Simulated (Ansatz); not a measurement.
`[F][GeH2][InH2]` + H₂S → `[SH][InH2]` + `[F][GeH3]`  (cleavage of the In–Ge bond)

Gas-phase electronic energies from Ansatz, PBE0-D4/def2-TZVP geometries. CBS: MP2 limit from def2 TZ/QZ plus the TZ coupled-cluster correction, frozen cores. This one scheme is used for every species. DFT in def2-TZVPP. B3LYP here is the variant with VWN-RPA as its local correlation; programs differ in this. Elements past krypton have def2 core potentials. For Ge, In outer-core shells are correlated without core-valence functions, which leaves a few kJ/mol of doubt a bond. Scalar relativity is left out up to krypton.

`[F][GeH2][InH2]`:

Z-matrix (Å, degrees):
```
Ge
In 1 2.616
F 1 1.757 2 108.3
H 1 1.545 2 115.3 3 -116.5
H 1 1.545 2 115.3 3 116.5
H 2 1.727 1 118.5 3 179.8
H 2 1.720 1 120.3 3 -0.2
```

H₂S:

Cartesian coordinates in Å:
```
S -0.034 -0.099 -0.611
H -0.413 0.908 0.190
H 0.446 -0.810 0.420
```

`[SH][InH2]`:

```xyz
5

S    -1.569   -0.513    0.495
In    0.430    0.417   -0.425
H    -0.925   -1.317    1.356
H     1.902   -0.165    0.226
H     0.161    1.578   -1.651
```

`[F][GeH3]`:

Z-matrix (Å, degrees):
```
Ge
F 1 1.742
H 1 1.533 2 106.2
H 1 1.533 2 106.3 3 120.0
H 1 1.533 2 106.2 3 -120.0
```

Is it downhill or uphill in electronic energy at CCSD(T)/CBS, and by how much? (Estimate.)

Computed: Downhill: ΔE = -56.4 kJ/mol.

What do these levels give: LDA (SPW92), revPBE-D4, BLYP-D4, PBE0-D4, B3LYP-D4, B2PLYP, r2SCAN0, CAM-B3LYP, RPA@PBE/def2-TZVPP, SCS-MP2/def2-QZVPP, HF/CBS(def2), MP2/CBS(def2)? (Best estimate.)

The calculation gave: LDA (SPW92) -51.5, revPBE-D4 -50.7, BLYP-D4 -49.7, PBE0-D4 -52.6, B3LYP-D4 -51.7, B2PLYP -56.9, r2SCAN0 -57.5, CAM-B3LYP -54.5, RPA@PBE/def2-TZVPP -55.6, SCS-MP2/def2-QZVPP -61.6, HF/CBS(def2) -64.4, MP2/CBS(def2) -61.5 kJ/mol.

Largest T1 diagnostic among the species: 0.014.

From BLYP to BHLYP (50 % exact exchange), in def2-TZVPP and without D4, ΔE moves by −6.7 kJ/mol. Leaving LDA and LC-ωPBE aside and taking each functional with its dispersion term where it has one, the values, not all of them listed here, spread over 15.2 kJ/mol, from B97M-V to BLYP-D4.
